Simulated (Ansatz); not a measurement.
Basis sets compared for the cluster Au9⁺. The state is a singlet with charge 1. Geometry PBE0-D4/def2-SVP. Ansatz on 4 threads of Arm Neoverse N1 on a shared host; times are rough, and most runs start from earlier orbitals.

```tsv
atom	x (Å)	y (Å)	z (Å)
Au1	-1.322	1.298	0.836
Au2	3.161	-0.007	-0.136
Au3	0.978	-0.348	1.455
Au4	0.999	-1.184	-1.318
Au5	-1.016	3.281	-0.891
Au6	-1.086	-2.532	-2.236
Au7	-1.356	-1.503	0.188
Au8	-1.389	-0.624	2.773
Au9	1.032	1.618	-0.670
```

In the def2 sets Au takes a core potential; there is no spin–orbit coupling. The structure comes from a short search, and lower isomers may exist.

```json
{"level": "PBE-D4/def2-SVP", "functions": "288", "energy (Eh)": "-1222.0698", "HOMO (eV)": "-9.93", "LUMO (eV)": "-7.60", "wall time": "21 s"}
{"level": "PBE0-D4/def2-SVP", "functions": "288", "energy (Eh)": "-1221.6288", "HOMO (eV)": "-10.58", "LUMO (eV)": "-6.78", "wall time": "41 s"}
```

(1) Estimate the rows for PBE-D4/def2-TZVP (with forces), PBE0-D4/def2-TZVP.

Results:

(1) 
```csv
level,functions,energy (Eh),HOMO (eV),LUMO (eV),wall time
PBE-D4/def2-TZVP (with forces),360,-1222.1432,-9.89,-7.63,33 s
PBE0-D4/def2-TZVP,360,-1221.6998,-10.56,-6.79,80 s
```
